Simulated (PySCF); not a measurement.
## UHF on Cd⁺ (cadmium, charge +1)

Configuration: [Kr] 4d10 5s1, 2S determinant. Computed with PySCF 2.14 in cc-pVDZ-PP with ECP28MDF (4s4p3d1f, 38 functions), with scalar relativity through the core potential.

```
Total energy             : -166.564503 hartree
One-electron energy      : -290.9583 hartree
Hartree (Coulomb) energy : 138.8290 hartree
Exchange energy          : -14.4353 hartree
⟨S²⟩                     : 0.7510
⟨L²⟩                     : 0.000
Sum of ⟨r⟩               : 23.24 bohr
Sum of ⟨r²⟩              : 36.96 bohr²
Time after the integrals : 0.09 s of wall time on 1 thread of Neoverse-V1 (shared host)
```

```
shell  electrons  mean orbital energy (eV)  rms radius, mean of both spins (bohr)
 4s α          1                   -140.09                                  0.947
 4s β          1                   -139.92                                  0.947
 4p α          3                   -94.695                                   1.04
 4p β          3                   -94.688                                   1.04
 4d α          5                   -28.455                                   1.37
 4d β          5                   -28.300                                   1.37
 5s α          1                   -15.592                                   3.15
```

Energies and moments cover only the electrons outside the core potential.
